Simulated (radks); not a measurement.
Question: Radial electron density D(r) = 4 pi r^2 rho(r) of an atom or ion with 52 electrons. All-electron calculation, scalar-relativistic Kohn-Sham, LDA (Slater exchange, Perdew-Wang correlation), spin-polarised, spherical densities, finite nucleus; Fermi nuclear charge, rms radius of each element as measured or else 0.836 A^(1/3) + 0.57 fm. Program: a radial shooting solver on a logarithmic mesh with Libxc functionals.

| r (bohr) | D(r) (e/bohr) | spin D(r) |
|---|---|---|
| 0.001836 | 6.234 | 0.0000103 |
| 0.002429 | 9.753 | 0.0000395 |
| 0.003214 | 14.94 | 0.000125 |
| 0.004253 | 22.25 | 0.000360 |
| 0.005582 | 31.63 | 0.000962 |
| 0.007386 | 43.34 | 0.00255 |
| 0.009773 | 55.79 | 0.00649 |
| 0.01293 | 66.33 | 0.0158 |
| 0.01711 | 71.60 | 0.0363 |
| 0.02246 | 69.97 | 0.0758 |
| 0.02971 | 64.39 | 0.145 |
| 0.03932 | 63.47 | 0.238 |
| 0.05202 | 74.27 | 0.310 |
| 0.06883 | 89.92 | 0.273 |
| 0.09107 | 91.43 | 0.101 |
| 0.1195 | 75.88 | 0.00485 |
| 0.1582 | 67.63 | 0.293 |
| 0.2093 | 77.58 | 0.687 |
| 0.2769 | 71.32 | 0.387 |
| 0.3664 | 40.55 | 0.0119 |
| 0.4847 | 26.75 | 1.02 |
| 0.6363 | 30.40 | 2.03 |
| 0.8419 | 22.77 | 1.37 |
| 1.114 | 11.17 | 0.642 |
| 1.474 | 7.049 | 0.746 |
| 1.95 | 4.525 | 0.650 |
| 2.58 | 1.600 | 0.250 |
| 3.387 | 0.2646 | 0.0411 |
| 4.481 | 0.01521 | 0.00217 |
| 5.929 | 0.0002429 | 0.0000290 |

What is the nuclear charge?

Answer: Z = 55. The innermost maximum, from 1s, lies near gamma/Z bohr with gamma = sqrt(1 - (Z/c)^2) = 0.916, here 0.0167 bohr (found: 0.0182), and its height grows with Z. The density is that of the caesium ion Cs3+ in [Ar] 3d10 4s2 4p5 4d10 5s2 5p5; the configuration itself is not fixed sharply by these data, and Z only to a few units. D(r) has 4 maxima, at r = 0.0182, 0.0808, 0.230, 0.641 bohr, and minima at 0.0354, 0.152, 0.481 bohr, inside which lie 1.98, 11.20, 29.05 electrons.
